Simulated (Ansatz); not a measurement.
Si5H3⁺, relaxed as a singlet with RKS PBE-D4/def2-SVP in Ansatz, starting from the GFN2-xTB geometry. Force threshold 0.02 eV/Å.

The restricted singlet is unstable towards broken spin symmetry in Hartree–Fock (as tested in another run); at PBE-D4/def2-SVP this wasn't settled. Another isomer (singlet) lies 0.37 eV lower at PBE0-D4/def2-TZVP; other spin states weren't run for this one.

Start:

Cartesian coordinates in Å:
```
Si 1.4000 -0.6479 -2.0203
Si -1.8793 0.1671 0.9709
Si 2.4363 -0.6975 0.0167
Si 0.0776 -0.2994 -0.0547
Si -3.7582 0.7935 1.9747
H -3.4701 2.2753 1.8107
H 1.4951 -0.7351 -3.5231
H 3.6986 -0.8560 0.8251
```

| step | energy (eV) | largest force component (eV/Å) | SCF passes |
| --- | --- | --- | --- |
| 1 | -39392.5554 | 2.200 | 21 |
| 2 | -39392.9435 | 0.706 | 28 |
| 3 | -39392.9943 | 0.150 | 22 |
| 4 | -39393.0271 | 0.214 | 22 |
| 5 | -39393.1126 | 0.362 | 25 |
| 6 | -39393.2618 | 0.506 | 25 |
| 7 | -39393.4019 | 0.422 | 21 |
| 8 | -39393.5030 | 0.231 | 21 |
| 9 | -39393.5643 | 0.225 | 21 |
| 10 | -39393.6229 | 0.147 | 21 |
| 11 | -39393.6658 | 0.165 | 20 |
| 13 | -39393.7192 | 0.047 | 22 |
| 15 | -39393.7239 | 0.035 | 21 |
| 17 | -39393.7330 | 0.217 | 21 |
| 19 | -39393.7838 | 0.255 | 21 |
| 21 | -39393.8759 | 0.238 | 21 |
| 23 | -39393.9765 | 0.204 | 21 |
| 25 | -39394.0760 | 0.198 | 21 |
| 27 | -39394.1201 | 0.329 | 20 |
| 29 | -39394.1449 | 0.084 | 21 |
| 31 | -39394.1582 | 0.275 | 21 |
| 33 | -39394.2132 | 0.252 | 20 |
| 35 | -39394.5620 | 0.433 | 26 |
| 37 | -39394.8263 | 0.457 | 26 |
| 39 | -39394.8623 | 0.134 | 20 |
| 41 | -39394.8704 | 0.013 | 23 |

Force components are those of the run's own axes.

End:

```
atom    x (Å)    y (Å)    z (Å)
 Si1   0.2336  -0.5286  -1.1951
 Si2  -1.8323   1.2530   1.8017
 Si3   1.6961  -0.9306   0.4276
 Si4   0.3776   0.8483   0.9255
 Si5  -1.6893  -0.4579   0.1828
  H6  -2.0766   1.3176   0.1221
  H7   0.1082  -0.3585  -2.6820
  H8   3.1827  -1.1433   0.4175
```

Bonds lost: Si5–H6 (atoms count from 1). Bonds formed: Si1–Si5, Si2–H6, Si4–Si5 (atoms count from 1).

No frequencies were taken in this run, so the end may be a saddle point.

Hardware: 4 threads of Arm Neoverse V2 on a shared host. Wall time 31 s.
